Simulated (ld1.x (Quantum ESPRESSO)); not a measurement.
u(r) = r·R(r): atom against pseudo-atom (germanium)

Columns: radius, all-electron u(r) and pseudo u(r) of the 4p shell (level -15.40 eV) of germanium in the configuration [Ar] 3d10 4s2 4p0.5; PBE, scalar-relativistic, TM semilocal scheme, ld1.x (Quantum ESPRESSO) 7.5.

| r (bohr) | all-electron | pseudo |
| --- | --- | --- |
| 0.093 | 0.1746 | 0.0040 |
| 0.185 | 0.0857 | 0.0157 |
| 0.278 | -0.1141 | 0.0347 |
| 0.370 | -0.2528 | 0.0594 |
| 0.463 | -0.2986 | 0.0892 |
| 0.555 | -0.2690 | 0.1221 |
| 0.648 | -0.1915 | 0.1579 |
| 0.740 | -0.0908 | 0.1952 |
| 0.833 | 0.0197 | 0.2350 |
| 0.925 | 0.1281 | 0.2772 |
| 1.018 | 0.2310 | 0.3236 |
| 1.110 | 0.3232 | 0.3735 |
| 1.203 | 0.4054 | 0.4276 |
| 1.295 | 0.4755 | 0.4827 |
| 1.388 | 0.5352 | 0.5365 |
| 1.480 | 0.5837 | 0.5838 |
| 1.573 | 0.6230 | 0.6230 |
| 1.665 | 0.6529 | 0.6529 |
| 1.758 | 0.6749 | 0.6749 |
| 1.850 | 0.6893 | 0.6893 |
| 1.943 | 0.6973 | 0.6973 |
| 2.035 | 0.6995 | 0.6995 |
| 2.128 | 0.6966 | 0.6966 |
| 2.220 | 0.6895 | 0.6895 |
| 2.313 | 0.6785 | 0.6785 |
| 2.405 | 0.6646 | 0.6646 |

Q: How many radial nodes do the two functions have?

A: The all-electron 4p function has n − l − 1 = 2; the pseudo-wave has 0, since the states of the same l below it are removed with the core.

Q: At about which radius was the pseudo-wave matched?

A: 1.60 bohr. The columns agree to 0.0005 from 1.48 bohr on; several derivatives are matched, so the curves merge somewhat inside the radius.

Q: Is the pseudo-wave norm-conserving?

A: Yes: the TM semilocal scheme keeps the norm inside the radius equal to the all-electron one, which fixes the energy derivative of the logarithmic derivative at the level.
